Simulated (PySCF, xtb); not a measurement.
Cd(NH2)2 (CdH4N2), SMILES [NH2][Cd][NH2].

xtb with GFN2-xTB at its own geometry gives an orbital gap of 2.87 eV and a dipole moment of 3.17 D.

Geometry: PBE0-D3(BJ)/def2-TZVP. The def2 effective core potentials stand for the cores of Cd; spin–orbit coupling is left out. Other conformers were not sampled.

Q: What does PBE/def2-TZVPD in PySCF give? (Estimate from the structure and the level; the computed values follow.)

A: gap 3.98 eV (levels -5.47 and -1.49 eV), dipole 1.33 D.
